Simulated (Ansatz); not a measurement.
CH6OSi2, SMILES `[SiH3][SiH]1CO1`. The species carries charge 0 and has multiplicity 1. The geometry is a stationary point of PBE0-D4/def2-TZVP.

```xyz
10

Si   -1.478    0.164    1.028
Si   -0.041   -0.112   -0.784
C     1.755   -0.247   -0.566
O     1.168    1.034   -0.953
H    -2.457    1.251    0.761
H    -2.223   -1.102    1.264
H    -0.674    0.501    2.230
H    -0.651   -0.580   -2.054
H     2.220   -0.229    0.418
H     2.383   -0.681   -1.342
```

Q: What is the dipole moment at r2SCAN/def2-TZVPP? (Best estimate.)

A: Ansatz gave: 1.67 D, with components (-0.76, -1.39, 0.51) D in this frame, pointing from negative to positive charge.

Q: And with PBE, B3LYP, ωB97M-V? (An estimate is asked.)

A: Ansatz gave: PBE 1.58 D, B3LYP 1.84 D, ωB97M-V 1.89 D.

Q: Give the Mulliken charges with r2SCAN, PBE, B3LYP in def2-TZVPP. (Estimate.)

A: The calculation gave: 
```json
{"atom": "Si1", "r2SCAN": "0.16", "PBE": "0.08", "B3LYP": "0.14"}
{"atom": "Si2", "r2SCAN": "0.41", "PBE": "0.33", "B3LYP": "0.39"}
{"atom": "C3", "r2SCAN": "-0.06", "PBE": "-0.10", "B3LYP": "-0.11"}
{"atom": "O4", "r2SCAN": "-0.40", "PBE": "-0.34", "B3LYP": "-0.41"}
{"atom": "H5", "r2SCAN": "-0.05", "PBE": "-0.03", "B3LYP": "-0.04"}
{"atom": "H6", "r2SCAN": "-0.06", "PBE": "-0.04", "B3LYP": "-0.05"}
{"atom": "H7", "r2SCAN": "-0.05", "PBE": "-0.03", "B3LYP": "-0.04"}
{"atom": "H8", "r2SCAN": "-0.09", "PBE": "-0.07", "B3LYP": "-0.08"}
{"atom": "H9", "r2SCAN": "0.07", "PBE": "0.10", "B3LYP": "0.10"}
{"atom": "H10", "r2SCAN": "0.07", "PBE": "0.09", "B3LYP": "0.10"}
```

B3LYP here is the variant with VWN-RPA as its local correlation; programs differ in this.
